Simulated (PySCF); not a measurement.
The multiplicity is imposed and other spin states were not computed.

Cartesian coordinates (Å):
```xyz
4

Cd    -0.0023     0.0467    -0.0790
Cl    -2.0846    -0.5277     0.6417
O      1.7925     0.4358    -0.7738
H      2.1292     1.2570    -0.3873
```
Charge 0, spin multiplicity 1.

### Question
Give the HOMO, total energy and dipole moment at the level PBE-D3(BJ)/def2-TZVP // r2SCAN-D4/def2-SVP in PySCF 2.14.0.

### Answer

| Quantity | Value |
|---|---|
| HOMO | -6.77 eV |
| total energy | -703.6297 Ha |
| dipole moment | 1.79 D |
